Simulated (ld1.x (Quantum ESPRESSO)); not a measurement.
Ranking TM potentials for bismuth (Bi)

All share these settings but for the change named:

```
Element                 : Bi
Generator               : ld1.x (Quantum ESPRESSO) 7.5
Type                    : norm-conserving Troullier–Martins (Kleinman–Bylander form)
Functional              : PBE
Relativity              : scalar-relativistic
Frozen core             : [Xe] 4f14
Valence charge          : 15
Reference configuration : 5d10 6s2 6p3
Partial waves           : 6s (bound): rc 1.80 bohr; 5d (bound): rc 1.65 bohr; 6p (bound): rc 2.45 bohr
Local potential         : the p channel
Core correction         : Bessel-smoothed model core inside 1.20 bohr
```

Test errors are all-electron minus pseudo excitation energies from the reference, over 5d10 6s2 6p2; 5d10 6s2 6p1; 5d10 6s2 6p0; 5d10 6s2 6p2.5; 5d9 6s2 6p3; 5d10 6s0 6p5; 5d10 6s1 6p0. None of these files shows a bound ghost.

The base gives 228.9 meV.

Of 9 variants that were run, those that failed, showed a ghost or another fault, or gave nearly equal values are left out.

A variant can come out equal or close to the base, since the largest error may sit in a test that the change hardly touches while other tests move.

Rank these variants by their largest absolute test error, smallest first.
A. wave 6s (bound): rc 1.80 bohr becomes 6s (bound): rc 2.52 bohr
B. core correction Bessel-smoothed model core inside 1.06 bohr
C. all radii but the core radius scaled by about 1.22 (s 2.20, p 3.00, d 2.02 bohr)

C (134.9 meV), A (188.7 meV), B (228.9 meV).
